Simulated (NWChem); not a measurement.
System meant: SbH$_{2}$Cl; SMILES [Cl][SbH2]

Input file for NWChem:

```
start job
memory heap 200 mb stack 900 mb global 1100 mb
geometry units angstroms noautoz
  Sb     0.019763     0.553106     0.000000
  H     -1.191657     0.679651     1.216548
  H     -1.191657     0.679651    -1.216548
  Cl     0.053181    -1.830768     0.000000
end
basis spherical
  Sb library def2-svp
  H library def2-svp
  Cl library def2-svp
end
ecp
  Sb library def2-ecp
end
dft
  xc pbe0
  iterations 4
  mulliken
end
task dft energy
```

End of the output:

```
    Atom       Charge   Shell Charges
 -----------   ------   -------------------------------------------------------
    1 Sb  23    22.67   1.30  0.67  1.02  0.66  2.79  3.08  1.58  1.33  9.50  0.74
    2 H    1     1.07   0.61  0.44  0.03
    3 H    1     1.07   0.61  0.44  0.03
    4 Cl  17    17.18   2.00  1.96  1.07  0.84  5.82  2.25  3.23  0.02

 center of mass
 --------------
 x =   0.03711056 y =  -0.09163865 z =   0.00000000

 moments of inertia (a.u.)
 ------------------
         564.541016535304          -0.000000000000           0.000000000000
          -0.000000000000          20.986379938860           0.000000000000
           0.000000000000           0.000000000000         564.221427598158

     Multipole analysis of the density
     ---------------------------------

     L   x y z        total         alpha         beta         nuclear
     -   - - -        -----         -----         ----         -------
     0   0 0 0     -0.000000    -21.000000    -21.000000     42.000000

     1   1 0 0      0.036964      1.095859      1.095859     -2.154755
     1   0 1 0     -1.022934    -15.710362    -15.710362     30.397790
     1   0 0 1     -0.000000     -0.000000     -0.000000      0.000000

     2   2 0 0    -29.894372    -19.887274    -19.887274      9.880176
     2   1 1 0      0.394655     -2.720676     -2.720676      5.836007
     2   1 0 1      0.000000      0.000000      0.000000      0.000000
     2   0 2 0    -30.246746   -129.970907   -129.970907    229.695068
     2   0 1 1      0.000000      0.000000      0.000000      0.000000
     2   0 0 2    -28.791091    -19.680681    -19.680681     10.570272

 ------------------------------------------------------------------------
 dft energy failed                                                                                  0
 ------------------------------------------------------------------------
 ------------------------------------------------------------------------
  current input line :
    22: task dft energy
 ------------------------------------------------------------------------
 ------------------------------------------------------------------------
 This type of error is most commonly associated with calculations not reaching convergence criteria
 ------------------------------------------------------------------------
 For more information see the NWChem manual at https://nwchemgit.github.io

0:dft energy failed:Received an Error in Communication
```

Task: Can this run be used? If not, why, and what is the fix?

Result: The run did not converge; its last values are not results. Cause: the SCF was allowed too few iterations. This input runs:
```
start job
memory heap 200 mb stack 900 mb global 1100 mb
geometry units angstroms noautoz
  Sb     0.019763     0.553106     0.000000
  H     -1.191657     0.679651     1.216548
  H     -1.191657     0.679651    -1.216548
  Cl     0.053181    -1.830768     0.000000
end
basis spherical
  * library def2-svp
end
ecp
  Sb library def2-ecp
end
dft
  xc pbe0
  iterations 150
  mulliken
end
task dft energy
```
It converges to -701.36789 Ha (PBE0/def2-SVP with def2 effective core potentials on Sb).
